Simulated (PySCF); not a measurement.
(ClMg-mu-F)2.
Bonds: Mg1–Cl2, Mg1–F3, Mg1–F6, F3–Mg4, Mg4–Cl5, Mg4–F6.

A GFN2-xTB structure was refined with PySCF, PBE0-D3(BJ)/def2-SVP geometry optimisation, gas phase. Its GFN2-xTB values:

```tsv
coordinate	GFN2-xTB
Mg1–Cl2	2.109 Å
Mg1–F3	1.881 Å
Mg1–F3–Mg4	98.8°
Cl2–Mg1–F3	139.4°
Cl2–Mg1–F6	139.3°
F3–Mg1–F6	81.2°
Mg1–F3–Mg4–Cl5	-179°
```

Question: How do these coordinates change at the PBE0-D3(BJ)/def2-SVP level?

Answer: 
| coordinate | PBE0-D3(BJ)/def2-SVP (Å or °) | change |
| --- | --- | --- |
| Mg1–Cl2 | 2.199 | +0.090 |
| Mg1–F3 | 1.908 | +0.027 |
| Cl2–Mg1–F3 | 141.0 | +1.6 |
| Cl2–Mg1–F6 | 138.5 | -0.8 |
| F3–Mg1–F6 | 80.5 | -0.7 |
| Mg1–F3–Mg4 | 99.4 | +0.6 |
| Mg1–F3–Mg4–Cl5 | 179 | -2 |

The energy falls by 12.5 kJ/mol over 7 energy and gradient evaluations, the largest force component goes from 0.0211 to 4.1e-04 Eh/bohr, and the atoms move by 0.071 Å rms after alignment. The bond that changes most is Mg1–Cl2 (ends: magnesium bonded to Cl and 2 F; chlorine bonded to Mg), which lengthens by 0.090 Å. Bonds longer at the end by more than 0.005 Å: 6 of 6; shorter: 0. Rotational constants go from 8878, 519.3, 490.7 to 8749, 488.3, 462.5 MHz.

The run used 100 basis functions and 38 SCF cycles in all.

No frequency check. One conformer, not necessarily the lowest.
